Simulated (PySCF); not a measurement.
H₇P₃Si, SMILES P[SiH](P)P. Coordinates come from a PBE-D3(BJ)/def2-SVP optimisation. Other conformers were not sampled.

Computed equilibrium geometry at PBE-D3(BJ)/def2-SVP (PySCF confirms it by a frequency run) as a Z-matrix (one conformer of several):
```
Si
H 1 1.5075
P 1 2.2822 2 107.36
H 3 1.4422 1 92.33 2 -167.98
H 3 1.4438 4 92.79 1 -94.17
P 1 2.2828 2 107.20 3 119.74
H 6 1.4422 1 92.43 2 -167.57
H 6 1.4423 7 92.92 1 -93.25
P 1 2.2855 2 113.25 6 116.43
H 9 1.4419 1 92.85 2 49.73
H 9 1.4426 10 92.93 1 93.79
```
